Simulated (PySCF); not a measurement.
Level of theory: delta-SCF UKS SCAN, pcX-2 on the ionised atom, pcseg-1 elsewhere, spin-free X2C (PySCF). Geometries: PBE0-D3(BJ)/def2-SVP; isolated species, one conformer each. Kα1 is taken as the energy difference of the 1s-hole and 2p3/2-hole states at the ground state's geometry. Spin–orbit and ligand-field terms were added within each 2p shell after the spin-free SCF.

```json
{"site": "Si6 in `[SiH3:1]/[CH:2]=[CH:3]\\[SiH2:4][O:5][SiH3:6]`", "Si 2p3/2 (eV)": "107.55"}
{"site": "Si4 in `[CH3:1][C:2](=[O:3])[SiH:4]([SiH3:5])[SiH3:6]`", "Si 2p3/2 (eV)": "106.12"}
{"site": "silicon in `C=CCN[SiH2][AsH2]`", "Si 2p3/2 (eV)": "106.66"}
{"site": "Si2 in `[CH3:1][Si@@H:2]1[CH2:3][CH2:4][CH2:5][SiH2:6]1`", "Si 2p3/2 (eV)": "105.75"}
```

Question: What are the Si 1s binding energies, and the Kα1 emission energies that follow?

Answer: 
| site | bonded to | 1s (eV) | 2p3/2 (eV) | Kα1 = 1s − 2p3/2 (eV) |
| --- | --- | --- | --- | --- |
| Si2 in `[CH3:1][Si@@H:2]1[CH2:3][CH2:4][CH2:5][SiH2:6]1` | 2 C, H and Si | 1845.47 | 105.75 | 1739.72 |
| Si4 in `[CH3:1][C:2](=[O:3])[SiH:4]([SiH3:5])[SiH3:6]` | C, H and 2 Si | 1845.76 | 106.12 | 1739.64 |
| silicon in `C=CCN[SiH2][AsH2]` | N, 2 H and As | 1846.52 | 106.66 | 1739.86 |
| Si6 in `[SiH3:1]/[CH:2]=[CH:3]\[SiH2:4][O:5][SiH3:6]` | O and 3 H | 1847.51 | 107.55 | 1739.96 |

Ranges: 1s 2.04 eV, 2p3/2 1.80 eV, Kα1 0.32 eV. A straight-line fit of 1s on 2p3/2 has slope 1.16.
